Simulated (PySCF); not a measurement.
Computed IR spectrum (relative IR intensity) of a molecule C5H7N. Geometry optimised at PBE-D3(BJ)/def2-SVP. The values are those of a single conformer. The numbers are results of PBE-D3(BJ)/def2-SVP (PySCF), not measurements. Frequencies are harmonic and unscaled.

ν (cm⁻¹): 91 (w), 136 (vw), 162 (vw), 350 (w), 413 (w), 569 (w), 655 (s), 659 (m), 792 (vw), 895 (w), 931 (w), 993 (m), 1061 (w), 1084 (w), 1130 (m), 1299 (m), 1325 (w), 1342 (m), 1406 (m), 1410 (w), 1433 (w), 1659 (s), 2151 (w), 2874 (vs), 2888 (s), 2976 (m), 2979 (m), 3071 (m), 3080 (m), 3405 (vs) (against the strongest line: vs over 80 %, s over 45 %, m over 15 %, w over 4 %, vw less)

Q: Pick the molecule that these values belong to.
(A) C#C/C=N/CC
(B) C#C/C=C\CN
(C) C[C@@H]1C=CC=N1
(D) C=C1C=NCC1

A: A, C#C/C=N/CC
